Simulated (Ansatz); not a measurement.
PBE exchange is replaced step by step with exact exchange (0 % is PBE, 25 % PBE0; no dispersion term), basis def2-SVP, Ansatz. System: Dy(NH2)3 (DyN₃H₆). Total charge 0; sextet. Geometry: r2SCAN-D4/def2-SVP.

Geometry of the sextet:

```xyz
10

Dy   -0.012    0.069   -0.023
N    -1.386   -1.540   -0.294
H    -2.155   -1.815    0.320
H    -1.402   -2.217   -1.060
N     1.557    0.305   -1.470
H     2.318    0.988   -1.474
H     1.717   -0.265   -2.304
N    -0.181    1.266    1.753
H    -0.872    1.168    2.501
H     0.415    2.041    2.052
```

In the def2 sets Dy takes a core potential; there is no spin–orbit coupling. With an open 4f shell the SCF may have ended on a state above the lowest. No other spin state of charge 0 was run.

HOMO and LUMO are taken over both spins.

| exact exchange (%) | HOMO (eV) | LUMO (eV) | gap (eV) | ⟨S²⟩ |
| --- | --- | --- | --- | --- |
| 0 | -4.27 | -3.43 | 0.84 | 8.757 |
| 10 | -5.10 | -2.22 | 2.88 | 8.757 |
| 15 | -5.36 | -1.47 | 3.89 | 8.758 |
| 25 | -5.90 | -1.10 | 4.81 | 8.758 |

Task: Estimate the row for 40 %.

Result: 
```csv
exact exchange (%),HOMO (eV),LUMO (eV),gap (eV),⟨S²⟩
40,-6.73,-0.68,6.06,8.758
```
